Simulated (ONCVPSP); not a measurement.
# Configuration tests for zirconium (Zr) (ONCV)

Zr, optimised norm-conserving Vanderbilt (ONCV), made with ONCVPSP 4.0.1 (BLYP, fully relativistic). Core [Ar] 3d10 4s2, reference 4p6 4d2 5s1 (charge +1). Waves: 5s: rc 2.85 bohr, ncon 5, nbas 8, qcut 1.8 1/bohr, 2 projectors, debl 0.5 Ha; 4p: rc 2.10 bohr, ncon 5, nbas 8, qcut 6.7 1/bohr, local; 4d: rc 2.75 bohr, ncon 3, nbas 7, qcut 5.6 1/bohr, 3 projectors, debl 2 Ha. Local part: the p channel. Core correction: none.

Open shells are filled in proportion to 2j + 1.

Energies are relative to the spin-unpolarised reference configuration 4p6 4d2 5s1; without spin polarisation the order of configurations can differ from experiment. Not all tests gave a result: 1 of 4 tests not solved or not reliable. The p channel is local and has no spin–orbit splitting in the pseudo-atom.

| valence configuration | charge | ΔE all-electron (eV) | error AE − PS (meV) |
| --- | --- | --- | --- |
| 4p6 4d2 5s2 | 0 | -7.061 | +1.0 |
| 4p6 4d2 5s0 | +2 | 13.045 | +3.7 |
| 4p6 4d1 5s2 | +1 | 0.428 | -4.2 |

Levels in the configuration 4p6 4d2 5s0:

```csv
level,all-electron (eV),pseudo (eV)
4p j=3/2,-46.193,-46.681
4p j=1/2,-47.990,-46.681
4d j=5/2,-17.187,-17.146
4d j=3/2,-17.340,-17.299
```

Note: ghosts flagged at negative energy: s at -5.5 eV; no localised positive-energy state flagged. A true bound ghost makes a file unfit for plane-wave use. The potential misses its own reference levels by up to 1.2 eV, so it is not fit for use.
